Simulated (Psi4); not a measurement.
CH₉AlO₂Si₂, charge -1, doublet, geometry from GFN2-xTB (such geometries of metal compounds can be far from the true shape) (a state made from the parent by changing its charge; the spin is typed, not shown lowest) (a gas-phase anion, which may not be bound at this level); Psi4 1.11 with HF/6-31G**.

The Psi4 input:
```
memory 2 GB

molecule {
-1 2
  Al    0.19354210    0.30225555    0.29566521
  C     1.05732663    1.73202347    1.56042372
  H     1.75424696    1.28316310    2.27448695
  H     0.30759973    2.27173978    2.15034991
  H     1.62034120    2.49393643    1.00907015
  O    -0.94728715    1.05826374   -0.84777139
  Si   -1.94584385    1.81303945   -1.83382635
  H    -3.34347479    1.47647924   -1.50150112
  H    -1.68440660    1.40863552   -3.22905358
  H    -1.79209964    3.27615689   -1.74412881
  O     0.76244295   -1.36584032    0.58358036
  Si    1.32118516   -2.82503503    0.90117758
  H     0.22092115   -3.71167780    1.32553676
  H     2.32576204   -2.78974776    1.97964453
  H     1.95507832   -3.40159751   -0.29998414
}

set basis 6-31g**
set reference uhf

energy('scf')
print_variables()
```

The log (banner, timings and long lists left out):

```
   => Loading Basis Set <=

    Name: 6-31G**
    Role: ORBITAL
    Keyword: BASIS

         ---------------------------------------------------------
                                   SCF
               by Justin Turney, Rob Parrish, Andy Simmonett
                          and Daniel G. A. Smith
                              UHF Reference
         ---------------------------------------------------------

  ==> Geometry <==

    Molecular point group: c1
    Full point group: C1

    Geometry (in Angstrom), charge = -1, multiplicity = 2:

       Center              X                  Y                   Z               Mass
    ------------   -----------------  -----------------  -----------------  -----------------
         AL           0.201983346865     0.316722518994     0.307694859001    26.981538530000
         C            1.065767876865     1.746490438994     1.572453369001    12.000000000000
         H            1.762688206865     1.297630068994     2.286516599001     1.007825032230
         H            0.316040976865     2.286206748994     2.162379559001     1.007825032230
         H            1.628782446865     2.508403398994     1.021099799001     1.007825032230
         O           -0.938845903135     1.072730708994    -0.835741740999    15.994914619570
         SI          -1.937402603135     1.827506418994    -1.821796700999    27.976926534650
         H           -3.335033543135     1.490946208994    -1.489471470999     1.007825032230
         H           -1.675965353135     1.423102488994    -3.217023930999     1.007825032230
         H           -1.783658393135     3.290623858994    -1.732099160999     1.007825032230
         O            0.770884196865    -1.351373351006     0.595610009001    15.994914619570
         SI           1.329626406865    -2.810568061006     0.913207229001    27.976926534650
         H            0.229362396865    -3.697210831006     1.337566409001     1.007825032230
         H            2.334203286865    -2.775280791006     1.991674179001     1.007825032230
         H            1.963519566865    -3.387130541006    -0.287954490999     1.007825032230

  Running in c1 symmetry.

  Rotational constants: A =      0.10385  B =      0.02305  C =      0.01918 [cm^-1]
  Rotational constants: A =   3113.45495  B =    691.13140  C =    575.02962 [MHz]
  Nuclear repulsion =  400.989390637007773

  Charge       = -1
  Multiplicity = 2
  Electrons    = 73
  Nalpha       = 37
  Nbeta        = 36

  ==> Algorithm <==

  SCF Algorithm Type is DF.
  DIIS enabled.
  MOM disabled.
  Fractional occupation disabled.
  Guess Type is SAD.
  Energy threshold   = 1.00e-06
  Density threshold  = 1.00e-06
  Integral threshold = 1.00e-12

  ==> Primary Basis <==

  Basis Set: 6-31G**
    Blend: 6-31G**
    Number of shells: 69
    Number of basis functions: 147
    Number of Cartesian functions: 147
    Spherical Harmonics?: false
    Max angular momentum: 2

   => Loading Basis Set <=

    Name: (6-31G** AUX)
    Role: JKFIT
    Keyword: DF_BASIS_SCF

  ==> Integral Setup <==

  SCF_SUBTYPE=INCORE selected. In-core MEM_DF algorithm will be used.
  Using in-core AOs.

  ==> MemDFJK: Density-Fitted J/K Matrices <==

    J tasked:                   Yes
    K tasked:                   Yes
    wK tasked:                   No
    Algorithm:                 Core
    Schwarz Cutoff:           1E-12
    Mask sparsity (%):      17.7334
    Fitting Condition:        1E-10

   => Auxiliary Basis Set <=

  Basis Set: (6-31G** AUX)
    Blend: CC-PVDZ-JKFIT
    Number of shells: 261
    Number of basis functions: 858
    Number of Cartesian functions: 858
    Spherical Harmonics?: false
    Max angular momentum: 3

  Minimum eigenvalue in the overlap matrix is 8.3915117398E-03.
  Reciprocal condition number of the overlap matrix is 1.3397769075E-03.
    Using symmetric orthogonalization.

  ==> Pre-Iterations <==

  SCF Guess: Superposition of Atomic Densities via on-the-fly atomic UHF (no occupation information).

   -------------------------
    Irrep   Nso     Nmo
   -------------------------
     A        147     147
   -------------------------
    Total     147     147
   -------------------------

  ==> Iterations <==

                           Total Energy        Delta E     RMS |[F,P]|

   @DF-UHF iter SAD: -1010.74106586235598   -1.01074e+03   0.00000e+00
   @DF-UHF iter   1: -1012.37892359463058   -1.63786e+00   5.53498e-03 ADIIS/DIIS
   @DF-UHF iter   2: -1012.56244051405065   -1.83517e-01   4.08932e-03 ADIIS/DIIS
   @DF-UHF iter   3: -1012.70034989469673   -1.37909e-01   4.35313e-04 ADIIS/DIIS
   @DF-UHF iter   4: -1012.70470953607037   -4.35964e-03   1.58103e-04 ADIIS/DIIS
   @DF-UHF iter   5: -1012.70569930997681   -9.89774e-04   5.50785e-05 DIIS
   @DF-UHF iter   6: -1012.70595234801863   -2.53038e-04   2.56487e-05 DIIS
   @DF-UHF iter   7: -1012.70603427814194   -8.19301e-05   1.65437e-05 DIIS
   @DF-UHF iter   8: -1012.70608029320965   -4.60151e-05   1.62942e-05 DIIS
   @DF-UHF iter   9: -1012.70609317509275   -1.28819e-05   1.64884e-05 DIIS
   @DF-UHF iter  10: -1012.70601171933572    8.14558e-05   1.46510e-05 DIIS
   @DF-UHF iter  11: -1012.70583383260839    1.77887e-04   8.29967e-06 DIIS
   @DF-UHF iter  12: -1012.70579236169158    4.14709e-05   5.03682e-06 DIIS
   @DF-UHF iter  13: -1012.70578983327721    2.52841e-06   1.99918e-06 DIIS
   @DF-UHF iter  14: -1012.70579020026594   -3.66989e-07   1.05126e-06 DIIS
   @DF-UHF iter  15: -1012.70579008638867    1.13877e-07   5.72517e-07 DIIS
  Energy and wave function converged.

  ==> Post-Iterations <==

   @Spin Contamination Metric:   6.438388116E-03
   @S^2 Expected:                7.500000000E-01
   @S^2 Observed:                7.564383881E-01
   @S   Expected:                5.000000000E-01
   @S   Observed:                5.000000000E-01

    Orbital Energies [Eh]
    ---------------------

    Alpha Occupied:

[...]
      37A      0.042175

    Alpha Virtual:

[...]
    Beta Occupied:

[...]
    Beta Virtual:

[...]
    Final Occupation by Irrep:
              A
    DOCC [    36 ]
    SOCC [     1 ]
    NA   [    37 ]
    NB   [    36 ]

  @DF-UHF Final Energy: -1012.70579008638867

   => Energetics <=

    Nuclear Repulsion Energy =            400.9893906370077730
    One-Electron Energy =               -2214.9671546399686122
    Two-Electron Energy =                 801.2719739165721649
    Total Energy =                      -1012.7057900863886744

  UHF NO Occupations:
  HONO-2 :   35  A 1.9989076
  HONO-1 :   36  A 1.9986174
  HONO-0 :   37  A 1.0000000
  LUNO+0 :   38  A 0.0013826
  LUNO+1 :   39  A 0.0010924
  LUNO+2 :   40  A 0.0003195
  LUNO+3 :   41  A 0.0001969

Computation Completed

Properties will be evaluated at   0.000000,   0.000000,   0.000000 [a0]

Properties computed using the SCF density matrix

 Multipole Moments:

 ------------------------------------------------------------------------------------
     Multipole            Electronic (a.u.)      Nuclear  (a.u.)        Total (a.u.)
 ------------------------------------------------------------------------------------

 L = 1.  Multiply by 2.5417464519 to convert [e a0] to [Debye]
 Dipole X            :         -1.3260072            1.1485188           -0.1774884
 Dipole Y            :         -1.9750195            1.9683801           -0.0066395
 Dipole Z            :         -1.4637329            1.6367568            0.1730239
 Magnitude           :                                                    0.2479587

 ------------------------------------------------------------------------------------

  Variable Map:
  ----------------------------------------------------------------------------
[...]
  Array Variable Map:
  ----------------------------------------------------------------------------
[...]
[...]
```
